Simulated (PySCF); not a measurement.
# C6H8NO: g tensor and hyperfine couplings

Compound: C6H8NO (doublet state).
Structure used (GFN2-xTB), in Å, numbered top down from 1:
```xyz
16
C6H8NO angstrom
O      1.835    0.907    1.637
C      2.099   -0.038    0.944
N      1.261   -0.618    0.058
C     -0.075   -0.134   -0.150
C     -1.173   -0.039    0.927
C     -1.721    0.442   -0.422
C     -1.073   -0.761   -1.126
C     -0.453    1.273   -0.653
H      3.082   -0.547    0.962
H      1.561   -1.408   -0.493
H     -1.557   -0.976    1.318
H     -1.026    0.704    1.702
H     -1.454   -1.747   -0.878
H     -0.859   -0.659   -2.186
H     -0.192    1.513   -1.679
H     -0.263    2.096    0.026
```

The hyperfine couplings belong to this conformer and change with its torsions.

Identity: `O=CNC12C[C](C1)C2` [radical].

Theory: UKS B3LYP, pcH-1 on C H N O, non-relativistic, mean-field spin-orbit, GIAO (PySCF). The structure is a single GFN2-xTB conformer in the gas phase; no vibrational or solvent corrections. A GFN2-xTB geometry isn't a minimum of the functional, and hyperfine couplings can be far from their values at a DFT geometry. No stability test was run, so a lower SCF solution isn't excluded.

* g1, g2, g3: 2.00213, 2.00254, 2.00277
* g_iso: 2.00248
* Form of g: rhombic: the two nearest values differ by 35 % of g3 − g1
* ⟨S²⟩: 0.7524 (exact 0.7500)
* α and β electrons: 30, 29
* HOMO–LUMO gap, α and β orbitals: 6.16, 5.18 eV

Isotropic coupling and dipolar principal values T1 to T3, in G; ρ(0) is the spin density at the nucleus (MHz turned into gauss with g_iso; 10 G = 1 mT):

```tsv
atom	isotope	a_iso	T1	T2	T3	Mulliken spin population	ρ(0) (bohr⁻³)
O1	17O	-0.1	-0.9	0.2	0.7	0.00	0.0006
C2	13C	-0.7	-0.4	-0.1	0.5	0.00	-0.0018
N3	14N	13.3	-1.2	-1.0	2.2	0.05	0.1153
C4	13C	54.1	-0.2	-0.1	0.3	0.06	0.1349
C5	13C	3.3	-2.9	-1.9	4.8	0.03	0.0084
C6	13C	131.4	-23.4	-23.4	46.7	0.82	0.3275
C7	13C	3.4	-2.9	-1.9	4.7	0.02	0.0085
C8	13C	3.4	-2.9	-1.9	4.8	0.02	0.0084
H9	1H	4.7	-0.4	-0.2	0.6	0.01	0.0029
H10	1H	0.3	-1.7	-0.6	2.3	0.00	0.0002
H11	1H	-0.3	-2.1	-1.3	3.4	0.00	-0.0002
H12	1H	-0.6	-2.1	-1.2	3.3	0.00	-0.0004
H13	1H	-0.2	-2.1	-1.3	3.4	0.00	-0.0002
H14	1H	-0.2	-2.1	-1.3	3.4	0.00	-0.0001
H15	1H	-0.3	-2.1	-1.3	3.4	0.00	-0.0002
H16	1H	-0.6	-2.1	-1.2	3.3	0.00	-0.0004
```

The largest Mulliken spin population is on C6 (+0.82). The angles at C6 add up to 271.2°, so it is pyramidal.

Under fast tumbling the dipolar parts average out, and these isotropic splittings remain: 1 × 14N (N3, I = 1, 3 lines) with 1.33 mT, 1 × 1H (H9, I = 1/2, 2 lines) with 0.47 mT and 6 × 1H (H11 (×6), I = 1/2, 7 lines) with 0.04 mT.

Means are taken over nuclei equivalent by connectivity, which assumes that they swap fast.

The 13C coupling of C6 (368.2 MHz) shows only in satellite lines or after enrichment, since that isotope makes up about 1.07 % of natural carbon.
